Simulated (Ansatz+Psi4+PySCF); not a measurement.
A calculation with PySCF 2.14.0.

```python
from pyscf import gto, scf, mp

# the (T+d) and (D+d) sets load through basis_set_exchange
mol = gto.M(atom="""
Ni 0.000000 0.000000 0.000000
Cl 0.000000 0.000000 2.061000
""", basis={'Cl': 'cc-pv(t+d)z', 'Ni': 'cc-pvtz'}, charge=0, spin=1)
mf = scf.UHF(mol)
mf.kernel()
pt = mp.MP2(mf, frozen=14).run()
print(mf.e_tot, pt.e_corr, pt.e_tot)
```

The script is written out from the run's settings.

The run gave:

```yaml
Converged: yes
Reference_energy: -1966.40633 hartree
Correlation_energy: -0.61541 hartree
Total_energy: -1967.02174 hartree
Spin_squared_of_the_determinant: 0.795
```

Messages of the program:
```
WARN: HOMO 0.0973405667856289 >= LUMO 0.0973405667856289
WARN: beta  nocc = 22  HOMO -1.58232897228323 >= LUMO -1.58232897228322
WARN: HOMO -1.58232897228323 >= LUMO -1.58232897228322
```

The reference isn't the lowest determinant (another lies 1.01 eV lower), but the same method gives a higher total on the lower determinant. Caution: another spin multiplicity may lie lower.
